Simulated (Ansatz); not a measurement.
A made-up structure of B₂H₂Se, closed shell:

| atom | x (Å) | y (Å) | z (Å) |
| --- | --- | --- | --- |
| B1 | -0.7536 | -0.2017 | -0.4895 |
| B2 | 0.5930 | 0.6144 | 0.3451 |
| Se3 | 0.6011 | -1.5446 | 0.5406 |
| H4 | -1.8457 | -0.4192 | -1.2056 |
| H5 | 1.4052 | 1.5511 | 0.8095 |

It is relaxed with PBE-D4/def2-SVP and then PBE0-D4/def2-TZVP (Ansatz 0.2.0). Atoms count as bonded within 1.22 times the sum of their covalent radii (H–H: 0.88 Å). The end point is not checked to be a true minimum.

(1) Does its bonding change? (A judgement: the text doesn't fix the answer.)

Answers

(1) By the calculation: No: no bond forms or breaks.

Where it ends: The first stage lowers the energy by 1.04 eV in 4 steps. It ends as B₂H₂Se ([BH]1[BH][Se]1):
B1  (-0.673, -0.180, -0.437)
B2  (0.529, 0.549, 0.308)
Se3  (0.537, -1.379, 0.483)
H4  (-1.648, -0.375, -1.076)
H5  (1.255, 1.384, 0.723)
(Å)

Labels in which every atom is bracketed show which atoms are joined, not bond orders.

For scale, one of the runs: PBE0-D4/def2-TZVP relaxation, 122 basis functions, launched by `ansatz run in.yaml --threads 2 --pin off --events-out ev --progress --plain --max-ram 4352MiB`. Hardware: 2 CPU threads of an AMD EPYC 9B45, shared host. Wall time about 3.6 s.
